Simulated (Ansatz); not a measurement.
Consider the formal exchange of groups at a C–C bond: `N#C[CH2][GeH2][F]` + `[Cl][GaH2]` → `N#[C][GaH][Cl]` + `[CH3][GeH2][F]`.

Computed with Ansatz on PBE0-D4/def2-TZVP structures; ΔE is electronic, products minus reactants. CCSD(T)/CBS is the MP2 limit (def2-TZVPP, def2-QZVPP) plus CCSD(T) − MP2 in def2-TZVPP, frozen cores. Functionals use def2-TZVPP. B3LYP here is the variant with VWN-RPA as its local correlation; programs differ in this. For Ga, Ge outer-core shells are correlated without core-valence functions, which leaves a few kJ/mol of doubt a bond. Scalar relativity is left out up to krypton. One conformer a species, not always the lowest.

`N#C[CH2][GeH2][F]`:

```xyz
9

N     2.199   -0.590   -1.560
C     1.499   -0.021   -0.847
C     0.573    0.637    0.041
Ge   -1.031   -0.476    0.306
F    -2.017    0.470    1.384
H     0.263    1.599   -0.374
H     1.037    0.814    1.014
H    -1.822   -0.648   -0.994
H    -0.701   -1.784    1.029
```

`[Cl][GaH2]`:

Cartesian coordinates in Å:
```
Cl -1.697 -0.454 0.829
Ga 0.180 0.048 -0.088
H 1.431 -0.613 0.560
H 0.086 1.019 -1.301
```

`N#[C][GaH][Cl]`:

```xyz
5

N     1.199   -0.290    2.097
C     0.630   -0.110    1.110
Ga   -0.324    0.245   -0.534
Cl   -0.760   -1.496   -1.666
H    -0.744    1.651   -1.007
```

`[CH3][GeH2][F]`:

Z-matrix (Å, degrees):
```
C
Ge 1 1.936
H 1 1.090 2 109.9
H 1 1.092 2 110.2 3 120.0
H 1 1.090 2 109.9 3 -120.0
F 2 1.748 1 106.4 3 59.8
H 2 1.538 1 113.5 3 175.4
H 2 1.538 1 113.5 3 -55.8
```

Is it downhill or uphill in electronic energy at CCSD(T)/CBS, and by how much? (Estimate.)

Ansatz gave: Downhill: ΔE = -58.3 kJ/mol.

What do these levels give: PBE-D4, revPBE-D4, r2SCAN-D4, B3LYP-D4, BHLYP-D4, revPBE, B3LYP, BHLYP, LC-ωPBE, HF/def2-SVP, CCSD(T)/def2-SVP, HF/CBS(def2)? (Best estimate.)

Ansatz gave: PBE-D4 -42.6, revPBE-D4 -43.2, r2SCAN-D4 -48.1, B3LYP-D4 -48.5, BHLYP-D4 -51.6, revPBE -46.5, B3LYP -49.6, BHLYP -51.7, LC-ωPBE -49.3, HF/def2-SVP -52.7, CCSD(T)/def2-SVP -54.7, HF/CBS(def2) -56.4 kJ/mol.

What do rigid-rotor, harmonic-oscillator terms from PBE0-D4/def2-TZVP frequencies (298.15 K, 1 bar) make of the CCSD(T)/CBS value? (Estimate.)

Computed: ΔZPE = +4.9 kJ/mol, ΔH = -52.3 kJ/mol, ΔS = 15 J/(mol·K), ΔG = -56.8 kJ/mol. Modes under 50 cm⁻¹ make the entropy rough.

Largest T1 diagnostic among the species: 0.013.

At CCSD(T), def2-SVP lies +3.6 kJ/mol from the extrapolated value and def2-TZVPP −2.4 kJ/mol. In def2-TZVPP, CCSD(T) changes the Hartree–Fock value by −3.6 kJ/mol (the triples alone add −0.5 kJ/mol) and MP2 by −4.1 kJ/mol.
